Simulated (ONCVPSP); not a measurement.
## Reading a pseudo-wave (B (Z = 5))

Columns: radius, all-electron u(r) and pseudo u(r) of the 2s shell (level -31.28 eV) of boron in the configuration [He] 2s1; PBEsol, scalar-relativistic, ONCV scheme, ONCVPSP 4.0.1.

| r (bohr) | all-electron | pseudo |
| --- | --- | --- |
| 0.055 | -0.2254 | 0.0199 |
| 0.110 | -0.3358 | 0.0408 |
| 0.165 | -0.3674 | 0.0636 |
| 0.220 | -0.3459 | 0.0892 |
| 0.275 | -0.2900 | 0.1184 |
| 0.330 | -0.2126 | 0.1515 |
| 0.385 | -0.1227 | 0.1887 |
| 0.440 | -0.0270 | 0.2298 |
| 0.495 | 0.0698 | 0.2744 |
| 0.550 | 0.1644 | 0.3219 |
| 0.605 | 0.2548 | 0.3716 |
| 0.660 | 0.3393 | 0.4226 |
| 0.715 | 0.4170 | 0.4740 |
| 0.770 | 0.4874 | 0.5246 |
| 0.825 | 0.5504 | 0.5732 |
| 0.880 | 0.6061 | 0.6188 |
| 0.935 | 0.6548 | 0.6608 |
| 0.990 | 0.6966 | 0.6986 |
| 1.045 | 0.7317 | 0.7321 |
| 1.100 | 0.7604 | 0.7604 |
| 1.155 | 0.7830 | 0.7830 |
| 1.210 | 0.8000 | 0.8000 |
| 1.265 | 0.8117 | 0.8117 |
| 1.320 | 0.8185 | 0.8185 |
| 1.375 | 0.8210 | 0.8210 |
| 1.430 | 0.8194 | 0.8194 |

How many radial nodes do the two functions have?

The all-electron 2s function has n − l − 1 = 1; the pseudo-wave has 0, since the states of the same l below it are removed with the core.

At about which radius was the pseudo-wave matched?

1.10 bohr. The columns agree to 0.0005 from 1.04 bohr on; several derivatives are matched, so the curves merge somewhat inside the radius.

Is the pseudo-wave norm-conserving?

Yes: the ONCV scheme keeps the norm inside the radius equal to the all-electron one, which fixes the energy derivative of the logarithmic derivative at the level.
